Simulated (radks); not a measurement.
All-electron atom: the germanium ion Ge3+ in [Ar] 3d10 4s1. All-electron calculation, scalar-relativistic Kohn-Sham, LDA (Slater exchange, Perdew-Wang correlation), spin-unpolarised, spherical densities, point nucleus. Program: a radial shooting solver on a logarithmic mesh with Libxc functionals.

Unscreened Slater integrals over Kohn-Sham orbitals (cm^-1).

integral,value
"F0(4s,4s)",107440
"F0(4s,3d)",135390
"G2(4s,3d)",14278
"F0(4s,3p)",137100
"G1(4s,3p)",9497.8
"F0(4s,3s)",137530
"G0(4s,3s)",6946.3
"F0(3d,3d)",279820
"F2(3d,3d)",130570
"F4(3d,3d)",81444
"F0(3d,3p)",291470
"F2(3d,3p)",138150
"G1(3d,3p)",169400
"G3(3d,3p)",103520
"F0(3d,3s)",295860
"G2(3d,3s)",128710
"F0(3p,3p)",306520
"F2(3p,3p)",152980
"F0(3p,3s)",311130
"G1(3p,3s)",205530
"F0(3s,3s)",316200
